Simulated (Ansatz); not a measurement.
`[F][Ge]([F])([F])[GeH3]` + `[GeH3][TeH]` → `[GeH3][Te][GeH3]` + `[F][GeH]([F])[F]`  (cleavage of the Ge–Ge bond)

Program: Ansatz. Geometries: PBE0-D4/def2-TZVP. ΔE: electronic, gas phase. CCSD(T)/CBS adds triple-zeta CCSD(T) − MP2 to the extrapolated MP2 energy (def2 sets, frozen cores). Functionals use def2-TZVPP. Elements past krypton have def2 core potentials. For Ge, Te outer-core shells are correlated without core-valence functions, which leaves a few kJ/mol of doubt a bond. Scalar relativity is left out up to krypton.

`[F][Ge]([F])([F])[GeH3]`:

Cartesian coordinates in Å:
```
F -0.073 -0.307 2.379
Ge -0.422 0.504 0.903
F 0.155 2.107 1.138
F -2.135 0.654 0.880
Ge 0.492 -0.588 -1.053
H 2.009 -0.637 -0.872
H -0.118 -1.988 -1.111
H 0.093 0.256 -2.264
```

`[GeH3][TeH]`:

Cartesian coordinates in Å:
```
Ge 0.202 0.448 0.449
Te 0.433 -1.234 -1.464
H -0.325 -0.241 1.716
H 1.620 0.983 0.689
H -0.736 1.596 0.049
H -1.194 -1.553 -1.440
```

`[GeH3][Te][GeH3]`:

```xyz
9

Ge   -1.150   -1.420    0.178
Te   -1.090    0.689   -1.263
Ge    1.117    1.441   -0.217
H     0.092   -2.283   -0.097
H    -2.423   -2.185   -0.208
H    -1.190   -1.042    1.667
H     1.496    2.768   -0.889
H     2.206    0.387   -0.468
H     0.941    1.645    1.297
```

`[F][GeH]([F])[F]`:

```xyz
5

F    -0.266    1.652    0.099
Ge    0.075   -0.020    0.040
F     0.084   -0.452   -1.612
F    -1.269   -0.810    0.737
H     1.376   -0.370    0.736
```

```json
{"level": "revPBE-D4", "ΔE (kcal/mol)": "-5.4"}
{"level": "CCSD/def2-TZVPP", "ΔE (kcal/mol)": "-7.2"}
```

Problem. What does CCSD(T)/CBS give? (Best estimate.)

Solution. Ansatz gave: -7.8 kcal/mol. The listed levels differ from it by 2.4, 0.6 kcal/mol.

Largest T1 diagnostic among the species: 0.013.

From PBE to PBE0 (25 % exact exchange), in def2-TZVPP and without D4, ΔE moves by −1.7 kcal/mol. Leaving LDA and LC-ωPBE aside and taking each functional with its dispersion term where it has one, the values, not all of them listed here, spread over 4.2 kcal/mol, from PBE-QIDH to BLYP-D4. The D4 term adds −1.0 kcal/mol with B3LYP and −0.6 kcal/mol with PBE0; it sums over pairs of atoms, weighted by their polarisabilities, and B3LYP, whose exchange is more repulsive, gets the larger term.

B3LYP here is the variant with VWN-RPA as its local correlation; programs differ in this.
